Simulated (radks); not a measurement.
Question: These are the eigenvalues of the occupied orbitals of an atom or ion with whole-number occupations (eV). All-electron calculation, Dirac Kohn-Sham, BLYP, spin-unpolarised, spherical densities, finite nucleus; Fermi nuclear charge, rms radius of each element as measured or else 0.836 A^(1/3) + 0.57 fm. Program: a radial shooting solver on a logarithmic mesh with Libxc functionals.

1s1/2: -85152.53
2s1/2: -16848.92
2p1/2: -16261.23
2p3/2: -14311.09
3s1/2: -5558.082
3p1/2: -5298.559
3p3/2: -4852.912
3d3/2: -4431.530
3d5/2: -4335.051
4s1/2: -2583.769
4p1/2: -2470.837
4p3/2: -2326.980

Which element is it, and in what charge state? The configuration may be excited. Open shells, if any, fill j = l - 1/2 first.

Answer: Z = 80, mercury, charge +44: Hg44+ in [Kr]. The list shows which subshells hold electrons but not how many an open one holds; the 1s level, -3129.3 hartree, gives Z - s = 79.1 by -(Z - s)^2/2, which with screening and relativity narrows Z to a few neighbours, and the depths of the outer levels then fix element, charge and occupations together.
